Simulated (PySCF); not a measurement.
Molecule: SMILES [SiH3]OC1COC1, C3H8O2Si.

Mapped SMILES: `[SiH3:1][O:2][CH:3]1[CH2:4][O:5][CH2:6]1`. Hydrogens are named by the atom that carries them. Ha(C4), Ha(C6) are cis to O2 on the ring; Hb(C4), Hb(C6) are trans to O2 on the ring.

Geometry PBE0-D3(BJ)/def2-SVP throughout; GIAO in PySCF 2.14, gas phase, one conformer, non-relativistic; equivalent atoms averaged; basis pcSseg-1.

For orientation, CAM-B3LYP gives these shifts δ (against TMS, H2O at the same level): Si1 -36.0, O2 46.5, O5 -3.6, C4/C6 83.2, C3 71.1, H(Si1) 4.61, Hb(C4)/Hb(C6) 4.67, Ha(C4)/Ha(C6) 4.66, H(C3) 4.49 ppm.

A run gave: Si1 -28.2, O2 32.4, O5 -13.4, C4/C6 80.2, C3 68.5, H(Si1) 4.59, Hb(C4)/Hb(C6) 4.54, Ha(C4)/Ha(C6) 4.59, H(C3) 4.40 ppm (shifts δ (against TMS, H2O at the same level)).

Question: Which functional was used in that run?
A. mPW1PW91
B. wB97X-D
C. LC-wPBE
D. B97-2
E. WP04

Answer: C. O2 tells them apart best: LC-wPBE gives 32.4, mPW1PW91 gives 43.1, wB97X-D gives 38.6, WP04 gives 39.8, B97-2 gives 42.5 ppm.
